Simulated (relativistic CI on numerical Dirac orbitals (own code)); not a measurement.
What each ingredient does to the levels of Ga23+

Base calculation: Dirac-Coulomb-Breit CI, orbitals from a KLI potential per configuration, a model potential for QED, unscaled Slater integrals.

CI space (outside the closed core 1s2): 2s²2p⁴, 2s2p⁵, 2p⁶, 2p⁵3s, 2p⁵3p, 2p⁵3d, 2s²2p³3s, 2s²2p³3p, 2s²2p³3d, 2s2p⁴3s, 2s2p⁴3p, 2s2p⁴3d, 2s²2p³4s, 2s²2p³4p, 2s²2p³4d, 2s²2p³4f, 2s2p⁴4s, 2s2p⁴4p, 2s2p⁴4d, 2s2p⁴4f, 2s²2p²3s², 2s²2p³5s, 2s²2p³5p, 2s²2p²3s3p, 2s²2p³5d, 2s²2p³5f, 2s²2p³5g, 2s²2p²3p², 2s²2p²3s3d, 2s²2p²3p3d, 2s2p³3s², 2s²2p²3d², 2s2p³3s3p, 2s2p⁴5s, 2s2p⁴5p, 2s2p³3p². Levels of other configurations are missing.

Variants: (1) valence Slater integrals scaled by 0.9; (2) one mean potential for all configurations. Shifts of the energy above 2s²2p⁴ ³P2, in eV, for the lowest level and the first level of each name with at least 55 % of one term (blank where a level changes its place among those of its configuration and J or its character, or is not in the variant):

| Level | Base | Δ(1) | Δ(2) |
| --- | --- | --- | --- |
| 2s²2p⁴ ³P2 | 0.00 | 0.00 | 0.00 |
| 2s²2p⁴ ³P0 | 14.73 | -0.90 | 0.00 |
| 2s²2p⁴ ³P1 | 25.89 | +0.26 | +0.01 |
| 2s²2p⁴ ¹D2 | 37.39 | -1.03 | +0.01 |
| 2s²2p⁴ ¹S0 | 71.36 | -1.49 | +0.02 |
| 2s2p⁵ ³P°2 | 155.76 | +0.65 | -0.01 |
| 2s2p⁵ ³P°1 | 170.73 | +0.16 | -0.01 |
| 2s2p⁵ ³P°0 | 185.09 | +0.66 | -0.01 |
| 2s2p⁵ ¹P°1 | 216.74 | -3.47 | -0.01 |
| 2p⁶ ¹S0 | 357.83 | -1.39 | +0.13 |
| 2s²2p³3s ⁵S°2 | 1265.46 | +1.22 | +1.03 |
| 2s²2p³3s ³S°1 | 1271.89 | +0.25 | +0.81 |
| 2s²2p³3s ³D°1 | 1295.05 | +0.14 | +0.91 |
| 2s²2p³3s ³D°3 | 1302.04 | -0.34 | +0.96 |
| 2s²2p³3p ⁵P1 | 1302.43 | +1.28 | +0.95 |
| 2s²2p³3s ¹D°2 | 1305.03 | -0.66 | +0.87 |
| 2s²2p³3p ⁵P3 | 1309.85 | +1.38 | +1.00 |
| 2s²2p³3s ³P°0 | 1315.08 | -1.24 | +0.89 |
| 2s²2p³3s ³P°1 | 1316.42 | -1.37 | +0.85 |
| 2s²2p³3p ³P0 | 1322.56 | +0.74 | +0.96 |
| 2s²2p³3s ³P°2 | 1336.57 | -0.68 | +1.00 |
| 2s²2p³3p ³F3 | 1337.21 | +0.17 | +0.95 |

At this charge energies of transitions that change n are usually good to better than 1 %, and those within a shell (Δn = 0) to a few per cent.

Ionisation energy from the two ground configurations alone: base 2255.52 eV; valence Slater integrals scaled by 0.9 2256.24 eV. The NIST ASD value (semi-empirical) is 2258 eV.

LS names give the leading component of a level, which can be under half, so a name can repeat, a term be missing and a line seem to break the LS rules.
